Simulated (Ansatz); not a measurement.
This singlet lies 0.62 eV below the relaxed triplet at the level frozen-core CCSD(T)/aug-cc-pVTZ // B3LYP-D3(BJ)/def2-SVPD (Ansatz, a quantum-chemistry and plane-wave program).

Cartesian coordinates (Å):
SMILES: [B-](F)B
```xyz
5

B     -0.6318     0.0323     0.0100
B      0.8948    -0.0458    -0.0166
F      2.2372    -0.1140    -0.0406
H     -1.1940     1.1061     0.1650
H     -1.3062    -0.9787    -0.1177
```
Charge -1, spin multiplicity 1.

The numbers are results of Ansatz with frozen-core CCSD(T)/aug-cc-pVTZ // B3LYP-D3(BJ)/def2-SVPD, not measurements.

```json
{
  "HF energy": "-149.99120 Ha",
  "MP2 correlation energy": "-0.48316 Ha"
}
```

**Question.** Estimate the CCSD correlation energy, the (T) correction, the total energy and the T1 diagnostic.

**Answer.** 
```yaml
CCSD correlation energy: -0.50260 Ha
"(T) correction": -0.02081 Ha
CCSD(T) total energy: -150.51461 Ha
T1 diagnostic: 0.019
```
